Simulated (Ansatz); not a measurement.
Geometry optimisation, UKS PBE-D4/def2-SVP in Ansatz 0.2.0.

Input:

```yaml
crystal:
  periodic: [false, false, false]
  atoms:
    - { symbol: Ga, position_ang: [0.014325, 0.02356, -0.358028] }
    - { symbol: Cl, position_ang: [0.1297, -0.046978, 3.071254] }
    - { symbol: Cl, position_ang: [1.908241, 0.000439, -1.456992] }
    - { symbol: H, position_ang: [-1.351563, 0.023009, -1.229879] }
    - { symbol: O, position_ang: [-0.15498, 0.045726, 4.704241] }
    - { symbol: H, position_ang: [-0.479923, -0.846856, 4.951504] }
magnetization:
  spin_polarized: true
  initial_magnetization: 1
basis:
  gaussian: { orbitals: def2-SVP }
hamiltonian:
  xc: pbe
  dispersion: d4
relax:
  f_tol: 0.03
  max_steps: 50
```

Run as:

```bash
$ ansatz run input.yaml --threads 4 --pin off --max-ram 5120MiB --backend cpu --events-out ev --progress --plain --runs-dir out
```

**Question.** Where does it end, and by what steps?

**Answer.** The forces met the threshold. After 28 steps the energy has fallen by 3.172 eV; H4 moved furthest, 2.11 Å. Parted: Cl2–O5 (1.66 → 2.49 Å). Joined: Ga1–Cl2 (3.43 → 2.33 Å), Ga1–O5 (5.07 → 1.95 Å).

```
step  energy less start (eV)  largest force component (eV/Å)  accepted
   0                  0.0000                           2.261       yes
   1                 -0.1644                           2.022       yes
   2                 -0.3740                           2.539       yes
   3                 -0.6178                           2.896       yes
   4                 -0.8276                           2.935       yes
   5                 -1.0213                           2.729       yes
   6                 -1.5630                           0.829       yes
   7                 -1.7069                           0.301       yes
   8                 -1.7421                           0.147       yes
   9                 -1.7571                           0.212       yes
  10                 -1.7722                           0.502       yes
  11                 -1.7882                           0.097       yes
  12                 -1.7943                           0.116       yes
  13                 -1.8296                           0.150       yes
  14                 -1.8619                           0.420       yes
  15                 -1.9104                           0.429       yes
  16                 -1.9513                           0.393       yes
  17                 -1.9937                           0.304       yes
  18                 -2.0568                           0.642       yes
  19                 -2.2245                           1.148       yes
  20                 -2.5330                           1.158       yes
  21                 -2.7784                           1.197       yes
  22                 -3.0010                           0.777       yes
  23                 -3.1241                           0.461       yes
  24                 -3.1629                           0.150       yes
  25                 -3.1548                           0.354        no
  26                 -3.1712                           0.078       yes
  27                 -3.1721                           0.038       yes
  28                 -3.1724                           0.006       yes
```

```xyz
6
Properties=species:S:1:pos:R:3
Ga -0.078 -0.248 0.977
Cl 1.328 -1.324 2.494
Cl 1.050 1.010 -0.365
H -1.322 -1.091 0.557
O -0.157 0.666 2.701
H -0.756 0.187 3.318
```

Whether the end is a true minimum wasn't checked by a vibrational analysis.

The run took 22 s on 4 threads of Intel(R) Xeon(R) 6975P-C (Granite Rapids), with other jobs on the host, peak memory 0.23 GiB.
